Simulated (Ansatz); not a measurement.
The cluster ZrTe₂. Charge 0, multiplicity 5. Geometry PBE-D4/def2-TZVP; atoms count from 1.

```
atom    x (Å)    y (Å)    z (Å)
 Zr1  -0.1260  -0.9943  -0.1049
 Te2  -1.1399   0.8532  -1.8786
 Te3   1.2659   0.1411   1.9834
```

In the def2 sets Te, Zr take a core potential; there is no spin–orbit coupling. At PBE0-D4/def2-TZVP a singlet of charge 0 lies 2.30 eV below the quintet, each at its own geometry. The structure comes from a short search, and lower isomers may exist.

Question: Estimate the Mulliken populations from the PBE0/def2-TZVP orbitals of Ansatz.

Answer: 
```
atom  charge (e)  spin (α − β)  d electrons
 Zr1        0.52          2.14         2.48
 Te2       -0.28          0.86            –
 Te3       -0.24          1.00            –
```
Mulliken values and Mayer orders depend strongly on the basis.

Question: Where does the spin sit?

Answer: Summed by element: Zr 2.14, Te 1.86, of 4 unpaired in all. Largest on single atoms: Zr1 2.14, Te3 1.00, Te2 0.86.

Question: And the Mayer bond orders between bonded heavy atoms (over 0.3)?

Answer: Zr1–Te2 1.27 (2.75 Å); Zr1–Te3 1.22 (2.75 Å).
